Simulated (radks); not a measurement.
The nuclear charge of the scandium ion Sc2+ is varied continuously with 19 electrons held in [Ar] 3d1. Method: non-relativistic Kohn-Sham, PBE, spin-polarised, spherical densities, point nucleus; open shells are filled with parallel spins first; computed with a radial shooting solver on a logarithmic mesh with Libxc functionals. By the Hellmann-Feynman theorem dE/dZ = E(electron-nucleus)/Z, the electronic potential at the nucleus.

| Z | E (hartree) | E(electron-nucleus)/Z (hartree) | HOMO | e(HOMO) (eV) | <r> HOMO (bohr) |
|---|---|---|---|---|---|
| 20 | -677.07794 | -80.0499 | 3d | -5.992 | 2.340 |
| 20.2 | -693.19022 | -81.0722 | 3d | -8.025 | 2.088 |
| 20.4 | -709.50657 | -82.0908 | 3d | -10.311 | 1.904 |
| 20.6 | -726.02635 | -83.1066 | 3d | -12.819 | 1.763 |
| 20.8 | -742.74908 | -84.1204 | 3d | -15.528 | 1.651 |
| 21 | -759.67442 | -85.1327 | 3d | -18.422 | 1.558 |
| 21.2 | -776.80209 | -86.1438 | 3d | -21.491 | 1.480 |
| 21.4 | -794.13186 | -87.1538 | 3d | -24.726 | 1.413 |
| 21.6 | -811.66355 | -88.1630 | 3d | -28.120 | 1.354 |
| 21.8 | -829.39702 | -89.1715 | 3d | -31.668 | 1.301 |
| 22 | -847.33211 | -90.1794 | 3d | -35.367 | 1.254 |

The central difference of E at Z = 21 is -85.133 hartree, to compare with the third column; the second derivative is -5.06 hartree.
